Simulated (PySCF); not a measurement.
Computed shifts of a molecule C3H6FNSi, PySCF with PBE/pcSseg-1, GIAO, gas phase, atoms alike by connectivity averaged where their shifts nearly agree, in ppm (number of nuclei): ¹⁹F: -243.7 (1). ¹³C: 178.9 (1), 95.0 (1), 82.9 (1). ¹⁵N: 487.6 (1). ²⁹Si: -39.3 (1). ¹H: 9.13 (1), 5.59 (1), 5.42 (1), 4.92 (1), 4.79 (1), 4.64 (1). References: ¹⁹F against CFCl3 (σ = 133.6 ppm); ¹³C against TMS (σ = 182.0 ppm); ¹⁵N against NH3 (σ = 267.0 ppm); ²⁹Si against TMS (σ = 335.4 ppm); ¹H against TMS (σ = 31.49 ppm), references at their B3LYP-D3(BJ)/def2-TZVP geometries, non-relativistic. Geometry: TPSSh-D3(BJ)/def2-SVP. The values are those of a single conformer.

Task: Pick the molecule that these values belong to.
(A) C#C[Si@H](F)CN
(B) C=C=CN[SiH2]F
(C) F[Si@@H]1C=NCC1
(D) F[C@@H]1CN=C[SiH2]1

Result: D, F[C@@H]1CN=C[SiH2]1
